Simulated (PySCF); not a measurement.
**Radial density of Tl (thallium, neutral)**

M06-L, [Xe] 4f14 5d10 6s1 6p2, high-spin 4P determinant (an excited configuration). Calculation: PySCF 2.14, in aug-cc-pVQZ-DK3 (10s9p7d4f2g, 118 functions); scalar relativity by spin-free X2C-1e.

| r (bohr) | 4πr²ρ (e/bohr) | 4πr²(ρα − ρβ) |
| --- | --- | --- |
| 0.0183 | 100.2 | 0.0052 |
| 0.0308 | 118.0 | 0.0160 |
| 0.0518 | 152.8 | 0.0112 |
| 0.0870 | 118.5 | -0.0082 |
| 0.146 | 142.2 | 0.0319 |
| 0.246 | 79.58 | 0.0227 |
| 0.414 | 88.69 | 0.0001 |
| 0.697 | 29.45 | 0.1764 |
| 1.17 | 16.85 | -0.0601 |
| 1.97 | 4.031 | 0.9880 |
| 3.32 | 0.9922 | 0.8470 |
| 5.58 | 0.1652 | 0.1651 |
| 9.38 | 0.002979 | 0.0030 |
| 15.8 | 7.893e-05 | 0.0001 |

Densities and radii are taken from the X2C orbitals without a picture-change correction, which distorts them close to the nucleus.

Spin-orbit coupling is strong in this species (close to jj coupling), so the high-spin LS determinant is a model state, not a physical level.

(1) Where is the radial spin density 4πr²(ρα − ρβ) most negative, and why is it negative at all?

Answers

(1) Around r = 1.17 bohr, down to -0.0601 e/bohr: exchange with the open shell polarises the paired shells in an unrestricted calculation.
